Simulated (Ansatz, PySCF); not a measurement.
System: CsLi, net charge 0, singlet state. 
Geometry from a B3LYP-D3(BJ)/def2-TZVP (Ansatz, a first-principles code) optimisation:
```
Cs
Li 1 3.7473
```

Total electronic energies in hartree. Cores are frozen in the correlated levels unless marked. Spin-orbit coupling is left out. Frozen are the shells of the preceding noble gas and the d and f shells that filled before the atom's block. The outer core of K, Ca and their heavier congeners is not correlated, a term that matters for these elements. Past Kr the def2 sets carry scalar-relativistic core potentials. CBS marks a two-point X^-3 extrapolation of the correlation energy; Hartree-Fock from the larger set.

The Hartree-Fock reference is unstable (checked in the largest basis), which strains HF and MP2. The T1 diagnostic of CCSD in the largest basis is 0.036, which is high, so the coupled-cluster rows are less sure than usual.

| level | program | energy (Eh) |
|---|---|---|
| BP86-D3(BJ)/def2-TZVPD | PySCF + dftd3 | -27.69387 |
| TPSS-D4/def2-TZVPD | PySCF + dftd4 | -27.66250 |
| B97M-V/def2-TZVPD | Ansatz | -27.68668 |
| B3LYP-D3(BJ)/def2-TZVPD | Ansatz + dftd3 | -27.66592 |
| PBE0/def2-SVP | Ansatz | -27.62131 |
| TPSSh-D4/def2-TZVPD | PySCF + dftd4 | -27.65852 |
| TPSSh/def2-TZVPD | PySCF | -27.65810 |
| M06-2X/def2-TZVPD | PySCF | -27.58478 |
| MN15/def2-TZVPD | PySCF | -27.61904 |
| B2GP-PLYP/def2-TZVPD | Ansatz | -27.48654 |
| RPA@PBE/def2-TZVPP | Ansatz | -27.33312 |
| MP2/def2-TZVPP | Ansatz | -27.30297 |
| MP2/def2-QZVPP | Ansatz | -27.30552 |
| RI-MP2/def2-QZVPP | Ansatz | -27.30551 |
| CCSD(T)/CBS(def2-TZVPPD,def2-QZVPPD) | Ansatz | -27.3161 |

Totals of different functionals don't rank their quality; only differences between species are comparable.
